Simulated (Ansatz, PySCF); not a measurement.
Gas-phase reaction in SMILES: [SiH3]O[SiH](Cl)Cl + O (H2O) + 2 [SiH4] (SiH4) -> 2 O[SiH3] + 2 [SiH3]Cl
Structures are relaxed separately at B3LYP-D3(BJ)/def2-TZVP in Ansatz (a program for electronic structure), one conformer each, not searched for the lowest. Frequencies are from Ansatz or PySCF.

Property: bond separation energy (enthalpy at 298 K, with B3LYP-D3(BJ) rigid-rotor harmonic-oscillator terms), in kJ/mol. Correlated levels leave the core frozen unless marked. No spin-orbit coupling. Non-relativistic. CBS marks a two-point X^-3 extrapolation of the correlation energy; Hartree-Fock from the larger set.

```tsv
level	program	bond separation energy (kJ/mol)
revPBE-D3(BJ)/def2-TZVPD	Ansatz + dftd3	58.3
r2SCAN/def2-TZVPD	Ansatz	56.6
B2GP-PLYP-D4/def2-TZVPD	Ansatz + dftd4	58.6
RI-MP2/aug-cc-pV(T+d)Z	Ansatz	60.4
```

### Question
What does CCSD(T)/CBS(cc-pV(T+d)Z,cc-pV(Q+d)Z) (Ansatz) give?

### Answer
56.3 kJ/mol, so RI-MP2/aug-cc-pV(T+d)Z differs from it by 4.1 kJ/mol.
